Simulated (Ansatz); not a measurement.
Geometry optimisation, RHF/def2-SVP (Ansatz 0.2.0).

Input:

```yaml
crystal:
  periodic: [false, false, false]
  atoms:
    - { symbol: Ga, position_ang: [0.287315, 0.288949, -1.445559] }
    - { symbol: C, position_ang: [1.311586, -0.098692, 1.552469] }
    - { symbol: H, position_ang: [0.378737, -0.660602, 1.547055] }
    - { symbol: H, position_ang: [1.859575, -0.324337, 2.467776] }
    - { symbol: H, position_ang: [1.093547, 0.968514, 1.516594] }
    - { symbol: H, position_ang: [1.927867, -0.378579, 0.688403] }
    - { symbol: "N", position_ang: [-1.429867, 0.096984, -0.746206] }
    - { symbol: H, position_ang: [-1.720153, -0.51271, 0.001689] }
    - { symbol: H, position_ang: [-2.223706, 0.620473, -1.084522] }
basis:
  gaussian: { orbitals: def2-SVP }
hamiltonian:
  xc: hf
relax:
  f_tol: 0.03
  max_steps: 50
```

Run as:

```bash
$ ansatz run input.yaml --threads 1 --pin off --max-ram 2048MiB --backend cpu --events-out ev --progress --plain --runs-dir out
```

Task: Where does it end, and by what steps?

Result: The run converged. The force dipped under the threshold on the way, but the program's further checks kept it going. After 40 steps the energy has fallen by 0.208 eV; Ga1 moved furthest, 1.74 Å.

```tsv
step	energy less start (eV)	largest force component (eV/Å)	accepted
0	0.0000	0.417	yes
2	-0.1288	0.164	yes
4	-0.1603	0.395	yes
6	-0.1672	0.204	yes
8	-0.1698	0.007	yes
10	-0.1706	0.049	yes
12	-0.1719	0.043	yes
14	-0.1685	0.360	no
16	-0.1756	0.158	yes
18	-0.1784	0.061	yes
20	-0.1832	0.157	yes
22	-0.1864	0.055	yes
24	-0.1870	0.416	no
26	-0.1931	0.094	yes
28	-0.1978	0.096	yes
30	-0.2027	0.080	yes
32	-0.2044	0.064	yes
34	-0.2050	0.168	yes
36	-0.2068	0.008	yes
38	-0.2075	0.129	yes
40	-0.2081	0.027	yes
```

```xyz
9
Properties=species:S:1:pos:R:3
Ga -0.814 0.459 -2.783
C 1.427 -0.256 1.865
H 1.138 -1.137 2.440
H 1.457 0.611 2.525
H 0.704 -0.085 1.068
H 2.415 -0.416 1.433
N -1.460 0.307 -1.040
H -1.716 -0.555 -0.591
H -1.665 1.071 -0.419
```

Whether the end is a true minimum wasn't checked by a vibrational analysis.

The run took 61 s on 1 thread of Arm Neoverse V2, on a shared host, peak memory 0.17 GiB.
